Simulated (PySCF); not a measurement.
## Frontier orbitals and the lowest excitations

Pivaloyl chloride, C5H9ClO.
Structure used (GFN2-xTB), in Å, numbered top down from 1:
```xyz
16
C5H9ClO angstrom
C      0.177    1.399   -0.638
C     -0.060    0.041    0.028
C     -0.272   -1.038   -1.041
C      1.130   -0.322    0.923
C     -1.302    0.144    0.877
O     -2.006    1.082    1.037
Cl    -1.702   -1.370    1.717
H      0.310    2.174    0.112
H      1.068    1.353   -1.258
H     -0.671    1.672   -1.261
H      0.606   -1.090   -1.680
H     -1.134   -0.799   -1.659
H     -0.428   -2.011   -0.584
H      1.262    0.426    1.702
H      0.980   -1.291    1.392
H      2.035   -0.361    0.323
```

Level of theory: PySCF 2.14.0, density-fitted response routines, TDDFT CAM-B3LYP/def2-SVPD, vertical, gas phase, core orbitals frozen in the response.

Kohn–Sham orbitals with the atoms that hold most of them (Löwdin shares over 4%, at most four atoms; ? is withheld):

```
orbital  ε (eV)                            atoms
 HOMO-3  -11.36   C1 25%, C2 24%, C3 12%, C4 11%
 HOMO-2  -10.67           Cl7 74%, O6 12%, C5 9%
 HOMO-1  -10.59                                ?
   HOMO       ?    O6 50%, Cl7 26%, C5 8%, C2 8%
   LUMO    0.15                                ?
 LUMO+1    1.09  Cl7 16%, C4 11%, C3 11%, C1 10%
 LUMO+2    1.52    Cl7 52%, C5 12%, H9 8%, C1 6%
```

(1) Which atoms hold the LUMO, and with what shares?

(2) Which atoms hold the HOMO-1, and with what shares?

(3) What is the HOMO energy, and the HOMO–LUMO gap?

Answers

(1) C5 (bonded to C, Cl and O) 40%; O6 (bonded to C) 33%; Cl7 (bonded to C) 11%; C2 (bonded to 4 C) 5%. By element: carbon 45% or more, oxygen 33%, chlorine 11%.

(2) Cl7 (bonded to C) 73%; C5 (bonded to C, Cl and O) 8%; C2 (bonded to 4 C) 5%. By element: chlorine 73%, carbon 13% or more.

(3) ε(HOMO) = -9.78 eV; the gap is 9.93 eV (0.3651 hartree).

Problem. The HOMO–LUMO gap is 9.93 eV. Where does the response calculation put the lowest singlet, and from which orbitals?

Solution. S1 is at 5.11 eV (f = 0.0004), 4.83 eV below the gap, made of HOMO→LUMO (96%). Without the coupling terms of the response equations the lowest excitation would equal the gap.

Problem. Give energy, strength and leading configuration of S1, S2 and S3, and follow the Löwdin shares of the leading atoms from the occupied to the empty orbital.

Solution. 
- S1 (5.11 eV, f 0.0004), HOMO→LUMO (96%): O6 50% → 33%, Cl7 26% → 11%, C5 8% → 40%; low, almost dark, from the terminal oxygen into the C=O bond, the pattern of n→π*
- S2 (6.73 eV, f 0.0000), HOMO-1→LUMO (98%): Cl7 73% → 11%, C5 8% → 40%, O6 at most 4% → 33%
- S3 (7.08 eV, f 0.0068), HOMO-2→LUMO (78%): Cl7 74% → 11%, O6 12% → 33%, C5 9% → 40%

The run took 58 s wall (grids of density and orbitals included) on Arm Neoverse V1, one thread, shared host with 32 logical CPUs at a one-minute load of 21, and the process peaked at 1.0 GiB of memory.
